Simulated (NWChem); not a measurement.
# C₂H₄O₂Si; SMILES O1C=C[Si@H]1O

```xyz
9

O     -0.0643     1.8901    -0.4216
Si     0.0705     0.4784     0.4146
C      1.0520    -0.9627    -0.1662
C     -0.1559    -1.5685    -0.2315
O     -1.1716    -0.7014     0.0678
H     -0.0276     1.8347    -1.3818
H      0.0607     0.8741     1.8393
H      2.0379    -1.3913    -0.3257
H     -0.4445    -2.6038    -0.4561
```
Atoms are numbered in this order, from 1.

All runs: NWChem. Pople sets run with spherical d functions. The geometry was optimised at PBE0/def2-SVP. Atomic charges in e: unrestrained fits to the electrostatic potential beside Mulliken populations; buried atoms are poorly determined by the fit.

Q: What does the run give for Hartree-Fock/6-31G*? Quantities: ESP O1; Mulliken O1; ESP Si2; Mulliken Si2; ESP C3; Mulliken C3; ESP C4; Mulliken C4; ESP O5; Mulliken O5; relative RMS misfit of the potential (%).

A: ESP O1: -0.79
Mulliken O1: -0.87
ESP Si2: 1.22
Mulliken Si2: 1.23
ESP C3: -0.84
Mulliken C3: -0.59
ESP C4: 0.37
Mulliken C4: 0.23
ESP O5: -0.59
Mulliken O5: -0.76
relative RMS misfit of the potential (%): 25
